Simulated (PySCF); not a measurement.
Compound: C2H5F3SSi.
Bonds: C1–C2, C2–S3, S3–Si4, Si4–F5, Si4–F6, Si4–F7. Hydrogens: H8, H9, H10 on C1; H11, H12 on C2.

Computed by this run: PySCF 2.14.0, PBE0-D3(BJ)/def2-SVP geometry optimisation, gas phase; density fitting, grid level 1; the optimiser is geomeTRIC in internal coordinates, started from a GFN2-xTB structure with every atom displaced at random (about 0.01 Å).

The end geometry, which sets the zero of energy:
```
atom  x, y, z in Å
C1     -1.6195    0.1657   -0.0607
C2     -0.7012   -0.8586    0.5716
S3      0.6200   -0.1251    1.6313
Si4     1.9143    0.5056    0.1224
F5      3.2996    0.9621    0.7754
F6      1.3655    1.7350   -0.7515
F7      2.1964   -0.6605   -0.9427
H8     -2.0787    0.8105    0.7026
H9     -1.0795    0.8129   -0.7672
H10    -2.4255   -0.3438   -0.6121
H11    -0.2227   -1.5089   -0.1752
H12    -1.2457   -1.5139    1.2671
```

**Question.** These geometries come from the run, each turned onto the end geometry. Order them by energy, lowest first.
A.
```
atom  x, y, z in Å
C1     -1.5422    0.1245   -0.1170
C2     -0.7191   -0.9032    0.6323
S3      0.6621   -0.2118    1.6417
Si4     1.8667    0.5673    0.1192
F5      3.3151    0.8686    0.7394
F6      1.3543    1.9306   -0.5510
F7      2.0052   -0.4630   -1.1022
H8     -1.9457    0.8858    0.5668
H9     -0.9536    0.6462   -0.8865
H10    -2.3855   -0.3700   -0.6237
H11    -0.3000   -1.6677   -0.0374
H12    -1.3344   -1.4263    1.3793
```
B.
```
atom  x, y, z in Å
C1     -1.5555    0.0986   -0.1046
C2     -0.7512   -0.9167    0.6190
S3      0.5766   -0.1565    1.6256
Si4     1.9119    0.5720    0.1378
F5      3.3231    0.8545    0.6905
F6      1.4402    1.9119   -0.5931
F7      2.0722   -0.4448   -1.0673
H8     -1.9621    0.8584    0.5884
H9     -0.9870    0.6532   -0.8339
H10    -2.4111   -0.3702   -0.5991
H11    -0.2937   -1.6237   -0.0560
H12    -1.3407   -1.4559    1.3536
```
C.
```
atom  x, y, z in Å
C1     -1.5992    0.1536   -0.0808
C2     -0.7072   -0.8710    0.5856
S3      0.6265   -0.1493    1.6307
Si4     1.9054    0.5204    0.1306
F5      3.3129    0.9268    0.7531
F6      1.3595    1.7995   -0.6715
F7      2.1539   -0.5975   -0.9929
H8     -2.0394    0.8373    0.6595
H9     -1.0527    0.7599   -0.8175
H10    -2.4207   -0.3583   -0.6080
H11    -0.2465   -1.5605   -0.1360
H12    -1.2695   -1.4800    1.3080
```
D.
```
atom  x, y, z in Å
C1     -1.5023    0.1264   -0.1256
C2     -0.7008   -0.9065    0.6400
S3      0.6778   -0.2218    1.6530
Si4     1.8208    0.5805    0.1011
F5      3.2735    0.8480    0.7462
F6      1.2818    1.9549   -0.5349
F7      1.9170   -0.4780   -1.1032
H8     -1.9006    0.8936    0.5485
H9     -0.8879    0.6370   -0.8859
H10    -2.3459   -0.3531   -0.6423
H11    -0.2816   -1.6803   -0.0218
H12    -1.3288   -1.4198    1.3856
```

**Answer.** C (0.005 eV), A (0.015 eV), D (0.044 eV), B (0.187 eV).

In the order of the answer:

| step | E above end (eV) | largest force (eV/Å) | rms force component (eV/Å) | rms distance from end (Å) | rms bond change (Å) | bond most changed (Å) |
| --- | --- | --- | --- | --- | --- | --- |
| 4 | 0.005 | 0.25 | 0.064 | 0.059 | 0.003 | Si4–F5 -0.006 |
| 2 | 0.015 | 0.26 | 0.063 | 0.183 | 0.003 | S3–Si4 +0.006 |
| 1 | 0.044 | 0.65 | 0.169 | 0.213 | 0.005 | Si4–F5 +0.014 |
| 0 | 0.187 | 2.54 | 0.718 | 0.160 | 0.027 | Si4–F5 -0.056 |

The cost below is that of the whole optimisation. The run took 32 s wall on AMD EPYC 9R45, one thread, no GPU, on a shared host, and the process peaked at 0.56 GiB of memory.
